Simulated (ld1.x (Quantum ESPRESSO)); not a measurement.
## antimony, TM: configuration errors across variants

ld1.x (Quantum ESPRESSO) 7.5 input, shortened:

```
&input
   title='Sb', zed=51., rel=2, dft='PZ', iswitch=3,
   config='[Kr] 4d10 5s1.75 5p3.25', rel_dist='average'
 /
 &inputp
   pseudotype=2, tm=.true., lloc=0,
   nlcc=.false.
 /
3
5P  2  1   3.25   0.00  2.35  2.35  0.0
4D  3  2  10.00   0.00  1.70  1.70  0.0
5S  1  0   1.75   0.00  1.90  1.90  0.0
 &test
   configts(1)='4d10 5s1.75 5p3.25'
 /
```

Open shells are filled in proportion to 2j + 1 (rel_dist='average').

All-electron excitation energies from the reference (eV): (1) 4d10 5s2 5p3 -2.023; (2) 4d10 5s2 5p2 6.515; (3) 4d10 5s1 5p4 6.158; (4) 4d9 5s2 5p3 38.747; (5) 4d10 5s1 5p0 92.414; (6) 4d10 5s2 5p0 47.602.

4 further variants failed, have other tests or another functional or relativity, and are left out.

The file “local potential the p channel” misses its own reference levels by 0.4 eV.

Errors AE − PS in meV (a dash: test not solved or not reliable):

| change | (1) | (2) | (3) | (4) | (5) | (6) | bound ghosts |
| --- | --- | --- | --- | --- | --- | --- | --- |
| base | 0.0 | +0.7 | -0.4 | -265 | +63 | +19 | none |
| core correction a·sin(br)/r model core inside 1.48 bohr | -0.1 | +0.4 | -1.1 | -282 | +7.5 | +5.2 | none |
| wave 4d (bound): rc 1.70 bohr becomes 4d (bound): rc 2.14 bohr | 0.0 | +0.7 | -0.6 | -68 | +57 | +19 | none |
| wave 5s (bound): rc 1.90 bohr becomes 5s (bound): rc 1.78 bohr | 0.0 | +0.7 | -0.5 | -254 | +65 | +19 | none |
| local potential the p channel | +3.2 | +17 | -10 | -241 | +125 | +73 | none |

(1) Give the same row for: all radii scaled by about 1.13 (s 2.16, p 2.66, d 1.92 bohr).

## Answers

(1) +0.1, –, +0.4, -153, +38, +10; bound ghosts: none.
